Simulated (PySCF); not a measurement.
A structure optimised at PBE0-D3(BJ)/def2-SVP, used in a PySCF frequency run:

```
C
C 1 1.5285
H 2 1.1018 1 111.90
H 2 1.1018 3 107.81 1 123.47
H 2 1.1049 3 107.36 4 115.39
C 1 1.5285 2 110.15 3 -58.58
H 6 1.1018 1 111.90 2 58.58
H 6 1.1018 7 107.81 1 -123.47
H 6 1.1049 7 107.36 8 -115.39
C 1 1.5285 2 110.15 3 179.71
H 10 1.1018 1 111.90 2 -58.58
H 10 1.1018 11 107.81 1 123.47
H 10 1.1049 11 107.36 12 115.39
Ge 1 1.9821 2 108.78 3 60.57
H 14 1.5435 1 110.16 2 -180.00
H 14 1.5435 15 108.77 1 120.84
H 14 1.5435 15 108.77 16 118.32
```

Task: Write its SMILES, formula and point group.

Result: C[C](C)(C)[GeH3], C4H12Ge, C3v

Task: What are its rotational constants (standard atomic weights)?

Result: 4.3074, 1.9735, 1.9735 GHz
